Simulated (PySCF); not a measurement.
Compound: C4H5NSSe.
Numbering: `[CH3:1][Se:2][c:3]1[cH:4][n:5][cH:6][s:7]1` (hydrogens: H8, H9, H10 on C1; H11 on C4; H12 on C6)

The calculation used PySCF 2.14.0, PBE0-D3(BJ)/def2-SVP geometry optimisation, gas phase.

**Question.** What internal coordinates does the optimisation give?

**Answer.** 
```json
{"bond": "C1–Se2", "length (bohr)": "3.663"}
{"bond": "Se2–C3", "length (bohr)": "3.565"}
{"bond": "C3–C4", "length (bohr)": "2.602"}
{"bond": "C4–N5", "length (bohr)": "2.574"}
{"bond": "N5–C6", "length (bohr)": "2.446"}
{"bond": "C6–S7", "length (bohr)": "3.280"}
{"bond": "C3–S7", "length (bohr)": "3.266"}
{"bond": "C1–H8, C1–H9, C1–H10", "length (bohr)": "2.075"}
{"bond": "C4–H11", "length (bohr)": "2.062"}
{"bond": "C6–H12", "length (bohr)": "2.064"}
```

Bonds in one row agree within 0.02 bohr and their mean is given. A selection of angles:
```json
{"angle": "Se2–C1–H8", "degrees": "110.7"}
{"angle": "Se2–C1–H10", "degrees": "106.1"}
{"angle": "H8–C1–H9", "degrees": "110.6"}
{"angle": "H8–C1–H10", "degrees": "109.3"}
{"angle": "C1–Se2–C3", "degrees": "98.7"}
{"angle": "Se2–C3–C4", "degrees": "126.7"}
{"angle": "Se2–C3–S7", "degrees": "124.4"}
{"angle": "C4–C3–S7", "degrees": "108.9"}
{"angle": "C3–C4–N5", "degrees": "115.8"}
{"angle": "C3–C4–H11", "degrees": "124.3"}
{"angle": "N5–C4–H11", "degrees": "119.9"}
{"angle": "C4–N5–C6", "degrees": "111.3"}
{"angle": "N5–C6–S7", "degrees": "114.8"}
{"angle": "N5–C6–H12", "degrees": "124.8"}
{"angle": "S7–C6–H12", "degrees": "120.4"}
{"angle": "C3–S7–C6", "degrees": "89.2"}
```

Dihedral angles: C1–Se2–C3–C4 180° (antiperiplanar).

The 5-membered ring C3–C4–N5–C6–S7 has internal angles of 89.2° to 115.8°; it is planar, 0.00 Å rms from its mean plane, widest ring torsion 0°. Of the pairs four or more bonds apart, S7···H9 is among the closest relative to their van der Waals radii: 3.02 Å, 101 % of the sum of Bondi's values. The 7 heavy atoms lie in one plane (0.002 Å rms). The 2 C–Se bonds span 1.886 Å (Se2–C3, drawn single) to 1.938 Å (C1–Se2, drawn single), a spread of 0.052 Å. Se2 (selenium bonded to 2 C) is bent (angle 98.7°). The C–N distances run from 1.295 Å (N5–C6, aromatic) to 1.362 Å (C4–N5, aromatic), a spread of 0.067 Å.

Point group: Cs (tolerance 0.08 Å). No frequency check. One conformer, not necessarily the lowest.

Time: 40 s; peak memory 0.71 GiB. Hardware: one thread of an Arm Neoverse V1, no GPU, on a shared host. That covers the optimisation of the geometry.
